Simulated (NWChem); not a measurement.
System: ZrNHF2; SMILES [NH]=[Zr]([F])[F]

Excerpt of the output:

```
             Northwest Computational Chemistry Package (NWChem) 7.3.0
             --------------------------------------------------------

 CS  symmetry detected

                             Geometry "geometry" -> ""
                             -------------------------

 Output coordinates in angstroms (scale by  1.889725989 to convert to a.u.)

  No.       Tag          Charge          X              Y              Z
 ---- ---------------- ---------- -------------- -------------- --------------
    1 Zr                  40.0000    -0.01513494     0.17731882     0.00000000
    2 N                    7.0000    -1.76192802    -0.27485129     0.00000000
    3 H                    1.0000    -2.70299675    -0.65777607     0.00000000
    4 F                    9.0000     0.86899391    -0.25061210    -1.66798871
    5 F                    9.0000     0.86899391    -0.25061210     1.66798871

 Effective nuclear repulsion energy (a.u.)     326.7696471060

      Symmetry information
      --------------------

 Group name             Cs
 Group number              2
 Group order               2
 No. of unique centers     4

 Summary of "ao basis" -> "ao basis" (spherical)
 ------------------------------------------------------------------------------
       Tag                 Description            Shells   Functions and Types
 ---------------- ------------------------------  ------  ---------------------
 Zr                         def2-svp                11       31   5s3p2d1f
 N                          def2-svp                 6       14   3s2p1d
 H                          def2-svp                 3        5   2s1p
 F                          def2-svp                 6       14   3s2p1d

      Symmetry analysis of basis
      --------------------------

        a'         49
        a"         29

            General Information
            -------------------
          SCF calculation type: DFT
          Wavefunction type:  closed shell.
          No. of atoms     :     5
          No. of electrons :    38
           Alpha electrons :    19
            Beta electrons :    19
          Charge           :     0
          Spin multiplicity:     1
          Use of symmetry is: on ; symmetry adaption is: on
          Maximum number of iterations: 150
          AO basis - number of functions:    78
                     number of shells:    32
          Convergence on energy requested:  1.00D-06
          Convergence on density requested:  1.00D-05
          Convergence on gradient requested:  5.00D-04

              XC Information
              --------------
                     Hartree-Fock (Exact) Exchange  1.000
                     LC-wPBE(h)Exchange Functional  0.800
            Perdew 1991 LDA Correlation Functional  1.000 local
           PerdewBurkeErnz. Correlation Functional  1.000 non-local

           Range-Separation Parameters
           ---------------------------
           Alpha           :  0.20
           Beta            :  0.80
           Gamma           :  0.20
           Short-Range HF  :     F

             Grid Information
             ----------------
          Grid used for XC integration:  medium
          Radial quadrature: Mura-Knowles
          Angular quadrature: Lebedev.
          Tag              B.-S. Rad. Rad. Pts. Rad. Cut. Ang. Pts.
          ---              ---------- --------- --------- ---------
          Zr                  1.55      123          10.0       590
          N                   0.65       49           8.0       434
          H                   0.35       45          11.0       434
          F                   0.50       49          10.0       434
          Grid pruning is: on
          Number of quadrature shells:   266
          Spatial weights used:  Erf1

      Superposition of Atomic Density Guess
      -------------------------------------

 Sum of atomic energies:        -306.82796801

      Non-variational initial energy
      ------------------------------

 Total energy =    -299.707650
 1-e energy   =    -680.161932
 2-e energy   =     254.212243
 HOMO         =      -0.376247
 LUMO         =      -0.110858

      Symmetry analysis of molecular orbitals - initial
      -------------------------------------------------

  Numbering of irreducible representations:

     1 a'          2 a"

  Orbital symmetries:

     1 a'          2 a"          3 a'          4 a'          5 a"
     6 a'          7 a'          8 a'          9 a"         10 a'
    11 a'         12 a"         13 a"         14 a'         15 a'
    16 a"         17 a'         18 a'         19 a"         20 a'
    21 a'         22 a"         23 a'         24 a'         25 a"
    26 a'         27 a'         28 a"         29 a'

     ---------------------------------------------
      Total Density - Mulliken Population Analysis
     ---------------------------------------------

    Atom       Charge   Shell Charges
 -----------   ------   -------------------------------------------------------
    1 Zr  12     9.44  -0.47  1.58  0.91  0.16  0.02  5.84  0.28  0.06  0.81  0.16  0.11
    2 N    7     8.33   1.99  1.11  0.56  2.82  1.85  0.01
    3 H    1     0.78   0.61  0.13  0.05
    4 F    9     9.72   1.99  1.16  0.80  3.60  2.18  0.00
    5 F    9     9.72   1.99  1.16  0.80  3.60  2.18  0.00

   convergence    iter        energy       DeltaE   RMS-Dens  Diis-err
 ---------------- ----- ----------------- --------- --------- ---------
 d= 0,ls=0.0,diis     1   -301.4534504035 -4.28D+02  3.66D-02  2.63D+00
 d= 0,ls=0.0,diis     2   -300.2935456568  1.16D+00  2.48D-02  1.37D+01
 d= 0,ls=0.0,diis     3   -301.7969396417 -1.50D+00  3.35D-03  1.18D-01
 d= 0,ls=0.0,diis     4   -301.8020907263 -5.15D-03  1.43D-03  5.54D-02
 d= 0,ls=0.0,diis     5   -301.8078088407 -5.72D-03  4.37D-04  1.36D-03
  Resetting Diis
 d= 0,ls=0.0,diis     6   -301.8079903929 -1.82D-04  1.48D-04  1.13D-04
 d= 0,ls=0.0,diis     7   -301.8080150447 -2.47D-05  5.41D-05  5.14D-06
 d= 0,ls=0.0,diis     8   -301.8080176900 -2.65D-06  2.13D-05  3.42D-06
 d= 0,ls=0.0,diis     9   -301.8080183987 -7.09D-07  2.59D-05  1.37D-06
 d= 0,ls=0.0,diis    10   -301.8080189725 -5.74D-07  1.42D-05  2.43D-07
 d= 0,ls=0.0,diis    11   -301.8080190934 -1.21D-07  2.91D-06  5.45D-08

         Total DFT energy =     -301.808019093364
      One electron energy =     -685.075903168593
           Coulomb energy =      290.983647843759
    Exchange-Corr. energy =      -33.957802497927
 Nuclear repulsion energy =      126.242038729397

 Numeric. integr. density =       38.000000798125

                  Occupations of the irreducible representations
                  ----------------------------------------------

                     irrep           alpha         beta
                     --------     --------     --------
                     a'               12.0         12.0
                     a"                7.0          7.0

                       DFT Final Molecular Orbital Analysis
                       ------------------------------------

 Vector   17  Occ=2.000000D+00  E=-4.542569D-01  Symmetry=a'
              MO Center= -3.9D-01, -2.5D-01, -4.5D-14, r^2= 3.8D+00
   Bfn.  Coefficient  Atom+Function         Bfn.  Coefficient  Atom+Function
  ----- ------------  ---------------      ----- ------------  ---------------
    35      0.323110  2 N  px                 6     -0.282461  1 Zr px
    46      0.250724  3 H  s                 54     -0.233587  4 F  px
    68     -0.233587  5 F  px                55     -0.171724  4 F  py
    69     -0.171724  5 F  py                57      0.165900  4 F  px
    71      0.165900  5 F  px                56     -0.153255  4 F  pz

 Vector   18  Occ=2.000000D+00  E=-3.442544D-01  Symmetry=a'
              MO Center= -1.3D+00, -1.4D-01,  2.2D-15, r^2= 1.7D+00
   Bfn.  Coefficient  Atom+Function         Bfn.  Coefficient  Atom+Function
  ----- ------------  ---------------      ----- ------------  ---------------
    36      0.452204  2 N  py                15      0.348643  1 Zr d -2
    39     -0.343710  2 N  py                35     -0.166571  2 N  px
    19     -0.150538  1 Zr d  2               7      0.129592  1 Zr py
    38      0.126267  2 N  px                20      0.083953  1 Zr d -2
    56     -0.069932  4 F  pz                70      0.069932  5 F  pz

 Vector   19  Occ=2.000000D+00  E=-3.264274D-01  Symmetry=a"
              MO Center= -1.4D+00, -2.1D-01,  4.7D-15, r^2= 1.7D+00
   Bfn.  Coefficient  Atom+Function         Bfn.  Coefficient  Atom+Function
  ----- ------------  ---------------      ----- ------------  ---------------
    37      0.512366  2 N  pz                40     -0.405424  2 N  pz
    18     -0.245970  1 Zr d  1               8      0.180401  1 Zr pz
    16      0.118543  1 Zr d -1              56     -0.102321  4 F  pz
    70     -0.102321  5 F  pz                59      0.084264  4 F  pz
    73      0.084264  5 F  pz                23     -0.075679  1 Zr d  1

 Vector   20  Occ=0.000000D+00  E=-4.101339D-02  Symmetry=a'
              MO Center= -1.9D-02,  1.2D+00,  1.1D-14, r^2= 3.9D+00
   Bfn.  Coefficient  Atom+Function         Bfn.  Coefficient  Atom+Function
  ----- ------------  ---------------      ----- ------------  ---------------
     5      0.511239  1 Zr s                 19     -0.428941  1 Zr d  2
    13      0.302922  1 Zr py                 4      0.287176  1 Zr s
     2     -0.267664  1 Zr s                 17     -0.226373  1 Zr d  0
    24     -0.186279  1 Zr d  2               3     -0.166101  1 Zr s
     7     -0.148008  1 Zr py                10      0.131018  1 Zr py

 Vector   21  Occ=0.000000D+00  E= 3.027081D-02  Symmetry=a"
              MO Center= -2.5D-02,  5.0D-01, -3.3D-14, r^2= 3.1D+00
   Bfn.  Coefficient  Atom+Function         Bfn.  Coefficient  Atom+Function
  ----- ------------  ---------------      ----- ------------  ---------------
    16      0.768806  1 Zr d -1              14      0.338303  1 Zr pz
    21      0.266407  1 Zr d -1               8     -0.170726  1 Zr pz
    55     -0.144231  4 F  py                69      0.144231  5 F  py
    58      0.135046  4 F  py                72     -0.135046  5 F  py
    11      0.114331  1 Zr pz                56      0.084662  4 F  pz

 Vector   22  Occ=0.000000D+00  E= 3.966591D-02  Symmetry=a'
              MO Center=  4.8D-01,  4.6D-01,  5.5D-14, r^2= 6.3D+00
   Bfn.  Coefficient  Atom+Function         Bfn.  Coefficient  Atom+Function
  ----- ------------  ---------------      ----- ------------  ---------------
    13      0.583364  1 Zr py                15      0.487873  1 Zr d -2
    12      0.356182  1 Zr px                 4     -0.338632  1 Zr s
     5      0.283821  1 Zr s                 17      0.224881  1 Zr d  0
    19      0.220249  1 Zr d  2              20      0.205752  1 Zr d -2
    47      0.177674  3 H  s                 39      0.143725  2 N  py

     ---------------------------------------------
      Total Density - Mulliken Population Analysis
     ---------------------------------------------

    Atom       Charge   Shell Charges
 -----------   ------   -------------------------------------------------------
    1 Zr  12    10.94  -0.48  1.63  0.87  0.18 -0.01  5.87  0.38  0.12  1.84  0.40  0.14
    2 N    7     7.39   1.99  1.00  0.56  2.32  1.51  0.01
    3 H    1     0.88   0.72  0.12  0.05
    4 F    9     9.39   1.99  1.12  0.83  3.32  2.13  0.00
    5 F    9     9.39   1.99  1.12  0.83  3.32  2.13  0.00

     -------------------------------------------
      Total Density - Lowdin Population Analysis
     -------------------------------------------

    Atom       Charge   Shell Charges
 -----------   ------   -------------------------------------------------------
    1 Zr  12    11.47   0.00  0.91  0.95  0.25  0.07  5.33  0.95  0.20  1.73  0.79  0.28
    2 N    7     7.18   1.97  0.78  0.50  2.16  1.75  0.02
    3 H    1     0.93   0.59  0.21  0.13
    4 F    9     9.21   1.98  1.02  0.78  3.21  2.22  0.00
    5 F    9     9.21   1.98  1.02  0.78  3.21  2.22  0.00

     Multipole analysis of the density
     ---------------------------------

     L   x y z        total         alpha         beta         nuclear
     -   - - -        -----         -----         ----         -------
     0   0 0 0      0.000000    -19.000000    -19.000000     38.000000

     1   1 0 0     -0.092235     -0.446530     -0.446530      0.800825
     1   0 1 0      1.257643      5.319997      5.319997     -9.382352
     1   0 0 1     -0.000000     -0.000000     -0.000000      0.000000

     2   2 0 0    -28.568925    -90.405948    -90.405948    152.242971
     2   1 1 0      1.450913     -1.445023     -1.445023      4.340958
     2   1 0 1     -0.000000     -0.000000     -0.000000      0.000000
     2   0 2 0    -23.191322    -16.004660    -16.004660      8.817998
     2   0 1 1      0.000000      0.000000      0.000000      0.000000
     2   0 0 2    -34.553919   -106.695257   -106.695257    178.836595
```

Level: LRC-wPBEh/def2-SVP with def2 effective core potentials on Zr. All runs use the structure optimised with PBE0/def2-SVP. def2 effective core potentials on Zr; no spin-orbit coupling.

Reconstruct the input file.

Several could match; the one computed here: the input that was run:
```
start job
memory heap 200 mb stack 900 mb global 1100 mb
geometry units angstroms noautoz
  Zr     0.031663    -0.000158     0.052803
  N     -1.595031    -0.001730    -0.727971
  H     -2.444510    -0.003029    -1.285309
  F      0.983263    -1.667335    -0.196134
  F      0.980248     1.668641    -0.196787
end
basis spherical
  Zr library def2-svp
  N library def2-svp
  H library def2-svp
  F library def2-svp
end
ecp
  Zr library def2-ecp
end
dft
  xc xwpbe 0.80 cpbe96 1.0 hfexch 1.00
  cam 0.2 cam_alpha 0.2 cam_beta 0.8
  iterations 150
  mulliken
end
task dft energy
```
